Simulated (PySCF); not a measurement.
## C6H7F2: g tensor and hyperfine couplings

Compound: C₆H₇F₂ (doublet state).
Numbering: `[CH2:1]=[C:2]=[CH:3][C:4]([CH3:5])[CH:6]([F:7])[F:8]` (hydrogens: H9, H10 on C1; H11 on C3; H12, H13, H14 on C5; H15 on C6)

Structure used (GFN2-xTB), in Å, numbered top down from 1:
```xyz
15
C6H7F2 angstrom
C      2.8921    0.3991   -0.3950
C      1.7992   -0.0322    0.1318
C      0.6806   -0.5097    0.6937
C     -0.6229   -0.1983    0.3304
C     -1.8170   -0.7841    0.9952
C     -0.8860    0.7622   -0.7785
F     -1.6464    1.8185   -0.3596
F     -1.6149    0.1867   -1.7822
H      3.3767   -0.1078   -1.2194
H      3.3948    1.2909   -0.0445
H      0.8089   -1.2084    1.5130
H     -1.5301   -1.4574    1.7977
H     -2.4212   -1.3310    0.2674
H     -2.4495    0.0085    1.4012
H      0.0311    1.1710   -1.2279
```

The hyperfine couplings belong to this conformer and change with its torsions.

Computed, not measured: PySCF, UKS B3LYP, pcH-1 on C F H, non-relativistic, mean-field spin-orbit, GIAO. One conformer (not necessarily the lowest) at the GFN2-xTB geometry, without solvent, vibrations or thermal averaging. A GFN2-xTB geometry isn't a minimum of the functional, and hyperfine couplings can be far from their values at a DFT geometry. Stability of the SCF solution: not tested. ⟨S²⟩ is 0.774 where a pure state has 0.75.

- g1, g2, g3: 2.00183, 2.00236, 2.00288
- g_iso: 2.00235
- Form of g: rhombic: the two nearest values differ by 49 % of g3 − g1
- ⟨S²⟩: 0.7737 (exact 0.7500)
- HOMO–LUMO gap, α and β orbitals: 5.16, 5.37 eV
- Basis functions: 270

Isotropic coupling and dipolar principal values T1 to T3, in G; ρ(0) is the spin density at the nucleus (MHz turned into gauss with g_iso; 10 G = 1 mT):

```json
{"atom": "C1", "isotope": "13C", "a_iso": "-13.6", "T1": "-3.3", "T2": "0.8", "T3": "2.5", "Mulliken spin population": "-0.10", "ρ(0) (bohr⁻³)": "-0.0340"}
{"atom": "C2", "isotope": "13C", "a_iso": "17.1", "T1": "-18.0", "T2": "-13.6", "T3": "31.7", "Mulliken spin population": "0.57", "ρ(0) (bohr⁻³)": "0.0427"}
{"atom": "C3", "isotope": "13C", "a_iso": "-17.7", "T1": "-9.3", "T2": "3.6", "T3": "5.7", "Mulliken spin population": "-0.24", "ρ(0) (bohr⁻³)": "-0.0441"}
{"atom": "C4", "isotope": "13C", "a_iso": "23.0", "T1": "-19.8", "T2": "-19.4", "T3": "39.2", "Mulliken spin population": "0.66", "ρ(0) (bohr⁻³)": "0.0572"}
{"atom": "C5", "isotope": "13C", "a_iso": "-8.2", "T1": "-0.7", "T2": "0.3", "T3": "0.4", "Mulliken spin population": "-0.05", "ρ(0) (bohr⁻³)": "-0.0204"}
{"atom": "C6", "isotope": "13C", "a_iso": "-7.9", "T1": "-0.7", "T2": "0.2", "T3": "0.5", "Mulliken spin population": "-0.02", "ρ(0) (bohr⁻³)": "-0.0198"}
{"atom": "F7", "isotope": "19F", "a_iso": "25.9", "T1": "-14.6", "T2": "-14.1", "T3": "28.7", "Mulliken spin population": "0.01", "ρ(0) (bohr⁻³)": "0.0172"}
{"atom": "F8", "isotope": "19F", "a_iso": "26.8", "T1": "-14.9", "T2": "-14.3", "T3": "29.2", "Mulliken spin population": "0.01", "ρ(0) (bohr⁻³)": "0.0179"}
{"atom": "H9", "isotope": "1H", "a_iso": "38.3", "T1": "-1.1", "T2": "-0.8", "T3": "1.8", "Mulliken spin population": "0.05", "ρ(0) (bohr⁻³)": "0.0240"}
{"atom": "H10", "isotope": "1H", "a_iso": "38.0", "T1": "-1.1", "T2": "-0.8", "T3": "1.9", "Mulliken spin population": "0.05", "ρ(0) (bohr⁻³)": "0.0238"}
{"atom": "H11", "isotope": "1H", "a_iso": "5.4", "T1": "-1.8", "T2": "-0.3", "T3": "2.1", "Mulliken spin population": "0.01", "ρ(0) (bohr⁻³)": "0.0034"}
{"atom": "H12", "isotope": "1H", "a_iso": "0.6", "T1": "-1.1", "T2": "-0.9", "T3": "2.0", "Mulliken spin population": "0.00", "ρ(0) (bohr⁻³)": "0.0004"}
{"atom": "H13", "isotope": "1H", "a_iso": "27.5", "T1": "-1.3", "T2": "-0.9", "T3": "2.2", "Mulliken spin population": "0.03", "ρ(0) (bohr⁻³)": "0.0172"}
{"atom": "H14", "isotope": "1H", "a_iso": "26.4", "T1": "-1.3", "T2": "-0.9", "T3": "2.2", "Mulliken spin population": "0.03", "ρ(0) (bohr⁻³)": "0.0165"}
{"atom": "H15", "isotope": "1H", "a_iso": "-0.2", "T1": "-1.4", "T2": "-0.7", "T3": "2.1", "Mulliken spin population": "0.00", "ρ(0) (bohr⁻³)": "-0.0002"}
```

The Mulliken spin populations are largest on C4 (+0.66), C2 (+0.57), C3 (-0.24) and C1 (-0.10). The positive populations add up to 1.42 and the negative ones to -0.42, together 2S = 1. The angles at C4 add up to 360.0°, so it is planar.

Axes: g1 points within 5° of the C1–C2 bond.

Under fast tumbling the dipolar parts average out, and these isotropic splittings remain: 1 × 1H (H9, I = 1/2, 2 lines) with 3.83 mT, 1 × 1H (H10, I = 1/2, 2 lines) with 3.80 mT, 2 × 19F (F7/F8, I = 1/2, 3 lines) with 2.64 mT, 3 × 1H (H12/H13/H14, I = 1/2, 4 lines) with 1.81 mT and 1 × 1H (H11, I = 1/2, 2 lines) with 0.54 mT.

Class means assume fast exchange of nuclei equivalent by connectivity; if that motion is slow, each nucleus keeps its own coupling. H9 and H10 aren't averaged: C1 is flat or nearly so (angle sum 360°), and its turn about the short C1–C2 bond (1.29 Å) is taken as slow. The three 1H nuclei of mean +50.9 MHz run from 1.7 to 77.0 MHz in the frozen geometry.

The 13C coupling of C4 (64.3 MHz) shows only in satellite lines or after enrichment, since that isotope makes up about 1.07 % of natural carbon.

The spin density at the nucleus, in bohr⁻³, is negative for C3 (-0.0441), C1 (-0.0340) and C5 (-0.0204), for instance. A restricted open-shell determinant has no negative spin density anywhere; here it arises because α and β orbitals differ (spin polarisation).

On Arm Neoverse V1, one thread, on a shared host, this took 64 s wall (grids of density and orbitals included) and 0.97 GiB of memory at its peak.
